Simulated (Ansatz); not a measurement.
Species: SiH, charge 1, singlet. A triplet may lie lower; no result for it is given here. SiH+ (parent SMILES [SiH], singlet).
B3LYP-D3(BJ)/def2-TZVP minimum from Ansatz (a program for electronic structure):
```
Si
H 1 1.5149
```
Charge +1, spin multiplicity 1.

Total energies in cc-pV(5+d)Z, 4 correlated electrons, 5 frozen orbitals. Radicals and triplets start from unrestricted determinants; spin-orbit coupling is neglected. Correlated methods leave the cores frozen. No relativity. The restricted determinant of HSi+ (parent SMILES [SiH], singlet) is unstable towards broken spin symmetry in at least one set run.

```tsv
method	program	energy (Eh)	error against FCI (mEh)
HF	Ansatz	-289.16769	98.34
MP2	Ansatz	-289.24387	22.16
CCSD	Ansatz	-289.26380	2.23
CCSD(T)	Ansatz	-289.26561	0.42
CCSDT(Q)	Ansatz	-289.26602	0.01
FCI	Ansatz	-289.26603	0.00
```

Rough core times of Ansatz's runs on a shared machine: CCSD(T) under 20 s, CCSDT(Q) 3 min, FCI 9 min.
